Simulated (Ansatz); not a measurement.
`BO[SiH](S)Cl`, relaxed with RKS PBE0-D4/def2-TZVP in Ansatz from a PBE-D4/def2-SVP geometry. The force threshold is 0.005 eV/Å; the program also tests the step.

The species carries charge 0 and has multiplicity 1.

Start:

```xyz
9

B     1.532    1.196    0.455
O     0.295    0.956   -0.061
Si   -0.839   -0.282    0.016
S    -0.918   -1.038   -1.983
Cl   -0.285   -1.745    1.379
H     2.051    0.392    1.212
H     2.074    2.236    0.126
H    -2.120    0.314    0.498
H    -1.790   -2.030   -1.643
```

| step | energy (eV) | largest force (eV/Å) | largest move (Å) |
| --- | --- | --- | --- |
| 1 | -34016.2794 | 0.826 | 0.000 |
| 2 | -34016.3330 | 0.556 | 0.039 |
| 3 | -34016.3433 | 0.105 | 0.024 |
| 4 | -34016.3437 | 0.097 | 0.021 |
| 5 | -34016.3445 | 0.054 | 0.011 |
| 6 | -34016.3445 | 0.093 | 0.021 |
| 7 | -34016.3449 | 0.037 | 0.012 |
| 8 | -34016.3451 | 0.008 | 0.017 |
| 9 | -34016.3451 | 0.003 | 0.003 |

End:

```xyz
9

B     1.522    1.183    0.452
O     0.291    0.926   -0.045
Si   -0.824   -0.267    0.014
S    -0.914   -1.026   -1.958
Cl   -0.304   -1.724    1.354
H     2.050    0.396    1.185
H     2.040    2.214    0.131
H    -2.097    0.308    0.481
H    -1.764   -2.010   -1.614
```

Hardware: 4 threads of an AMD EPYC 9R45 on a shared host. Wall time 12 s, peak host memory 0.58 GiB.
